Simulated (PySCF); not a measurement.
Vertical excitation energies

Compound: C7H11BF2.
Geometry (PBE0-D3(BJ)/def2-SVP, Å), atoms numbered from 1 in this order:
```
atom  x, y, z in Å
F1     3.7325    0.6111    0.3490
B2     2.6184   -0.0665    0.5619
F3     2.6708   -0.9810    1.5182
C4     1.3066    0.1639   -0.2482
C5     0.8258   -1.0969   -0.9906
C6    -0.6252   -0.7732   -1.3459
C7    -1.1246    0.0829   -0.1825
C8    -2.4306   -0.1972    0.5002
C9    -2.2835    1.0178   -0.3678
C10    0.0958    0.4940    0.6444
H11    1.4508    0.9757   -0.9805
H12    1.4424   -1.3417   -1.8688
H13    0.8676   -1.9617   -0.3070
H14   -0.6555   -0.1918   -2.2827
H15   -1.2353   -1.6757   -1.5033
H16   -2.4789   -0.0525    1.5839
H17   -3.0383   -1.0286    0.1313
H18   -2.2378    1.9974    0.1173
H19   -2.7845    1.0213   -1.3406
H20    0.0678    1.5530    0.9437
H21    0.1423   -0.1055    1.5693
```

Computed, not measured: TDDFT B3LYP/def2-SVPD, vertical, gas phase, core orbitals frozen in the response in PySCF 2.14.0, density-fitted response routines.

Predict the UV-vis stick spectrum at this level.

```tsv
state	E (eV)	E (hartree)	f	|μ| (D)	main configurations (H = HOMO, L = LUMO)
S1	6.63	0.2436	0.0046	0.43	H→L (99%)
S2	6.97	0.2563	0.0095	0.60	H→L+1 (93%)
S3	7.23	0.2658	0.038	1.18	H-1→L (94%)
S4	7.39	0.2717	0.017	0.78	H→L+2 (89%)
S5	7.47	0.2744	0.0043	0.39	H→L+3 (88%)
S6	7.58	0.2786	0.0044	0.39	H-1→L+1 (82%)
S7	7.62	0.2802	0.0077	0.52	H-2→L (84%)
S8	7.67	0.2817	0.0022	0.27	H→L+4 (91%)
S9	7.94	0.2918	0.0086	0.53	H-1→L+2 (74%)
S10	8.02	0.2949	0.0049	0.40	H-3→L (82%)
```

Triplets, Tamm–Dancoff:

```json
{"state": "T1", "E (eV)": "6.57", "λ (nm)": "188.6", "main configurations (H = HOMO, L = LUMO)": "H→L (97%)"}
{"state": "T2", "E (eV)": "6.84", "λ (nm)": "181.2", "main configurations (H = HOMO, L = LUMO)": "H-2→L (52%), H-1→L (37%)"}
{"state": "T3", "E (eV)": "6.92", "λ (nm)": "179.1", "main configurations (H = HOMO, L = LUMO)": "H→L+1 (87%), H→L+2 (9%)"}
{"state": "T4", "E (eV)": "7.24", "λ (nm)": "171.4", "main configurations (H = HOMO, L = LUMO)": "H→L+3 (72%), H→L+2 (18%)"}
```

The lowest singlet comes at 187 nm (640 kJ/mol) in the vacuum ultraviolet; it is very weak; its leading configuration is HOMO→LUMO (99%). The strongest level in the table is S3 at 7.23 eV (171 nm, f = 0.038). Löwdin shares by element: HOMO carbon 70% or more (atoms not listed hold the other 30%); LUMO boron 36%, fluorine 30%, carbon 9% or more (atoms not listed hold the other 25%). Weighted by f, the mean energy of these states is 7.37 eV. The listed states span 1.40 eV, and the widest gap between neighbours is 0.35 eV (S1 to S2). The oscillator strengths of these states sum to 0.101; summed over the whole spectrum of an exact calculation they would give the number of electrons, 76 (Thomas–Reiche–Kuhn). The vertical ionisation energy (ΔSCF) is 9.65 eV, 1.63 eV above S10. The window holds the lowest 10 singlets.

One conformer stands for the species.
